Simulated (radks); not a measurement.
Values are calculated unless marked as measured or tabulated.
How relativity changes the ionisation of the tantalum ion Ta+ ([Xe] 4f14 5d3 6s1) to Ta2+ ([Xe] 4f14 5d3). Spin-unpolarised spherical Kohn-Sham, PBEsol, point nucleus unless stated (finite: rms radius 5.3507 fm), a radial shooting solver on a logarithmic mesh with Libxc functionals. A level marked "c x" has the speed of light scaled by that factor and shares open shells by 2j + 1; other Dirac levels either fill j = l - 1/2 first or share by 2j + 1.

level                               E(Ta+) (hartree)  E(Ta2+) (hartree)  IE (eV)   HOMO  <r> HOMO (bohr)
non-rel.                                 -14799.2275        -14798.7364   13.364     6s            3.336
scalar-rel.                              -15599.5967        -15599.0463   14.977     5d            2.100
scalar-rel., finite nucleus              -15597.3247        -15596.7744   14.973     5d            2.100
Dirac, 2j+1 shares                       -15620.9166        -15620.3662   14.979  5d5/2            2.134
Dirac, low j first                       -15620.9588        -15620.4126   14.862  5d3/2            2.071
Dirac, 2j+1 shares, finite nucleus       -15618.6243        -15618.0740   14.975  5d5/2            2.134
Dirac, c x 0.75                          -16496.5243        -16495.9028   16.912  5d5/2            2.224
Dirac, c x 0.85                          -16017.8296        -16017.2479   15.829  5d5/2            2.177
Dirac, c x 1.5                           -15133.9472        -15133.4328   13.997  6s1/2            3.219

NIST Atomic Spectra Database: 16.2 eV (semi-empirical). The relativistic part of the total energy of Ta+ is -819.4 hartree (Dirac, 2j+1 shares, finite nucleus), 5.5 % of the non-relativistic value. Spin polarisation and multiplet splitting of open shells are left out at every level.

Beside tabulated values, note that relativity, absent from the non-relativistic runs, is large for the heavy elements, and spin-unpolarised runs miss the spin-polarisation part of the exchange energy of open shells.
